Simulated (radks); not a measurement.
Question: Coherent X-ray form factor from a spherical all-electron density. Calculated with a radial shooting solver on a logarithmic mesh with Libxc functionals: scalar-relativistic Kohn-Sham, PBEsol, spin-polarised, spherical densities, finite nucleus; Fermi nuclear charge, rms radius of each element as measured or else 0.836 A^(1/3) + 0.57 fm.

sin(theta)/lambda (1/angstrom),f0 (electrons)
0.05,76.916
0.1,74.072
0.15,70.292
0.2,66.240
0.25,62.271
0.3,58.529
0.4,51.879
0.5,46.285
0.6,41.556
0.8,33.897
1,27.890
1.25,22.303
1.5,18.586
2,14.526

The species is in the configuration that NIST lists as its ground one. Which atom or ion scatters so?

Answer: Neutral platinum, [Xe] 4f14 5d9 6s1. Extrapolating in s^2 from the first two rows gives f0(0) = 77.9, near the electron count 78; among species with that count, the fall with angle is slower the higher Z, and the table is that of Z = 78; from so few rows the species is fixed only to a neighbour or two.
